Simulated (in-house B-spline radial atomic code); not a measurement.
**C4+: 1s2**

Computed with an all-electron radial atomic-structure program (B-spline basis): non-relativistic TPSSh, spin-polarised, spherical fractional occupations, point nucleus.

Screening seen three ways: the hydrogenic charge with the same mean radius, Z_r = [3n² - l(l+1)]/(2<r>), the one with the same energy, Z_e = n√(-2ε), and Slater's rules. Values are occupation-weighted means over spin.

```json
{"shell": "1s", "electrons": "2", "ε (eV)": "-363.5", "<r> (bohr)": "0.2672", "Z_r": "5.61", "Z_e": "5.17", "Slater": "5.70"}
```

The least bound orbital is 1s at -363.5 eV, and it is also the most diffuse (<r> = 0.2672 bohr).
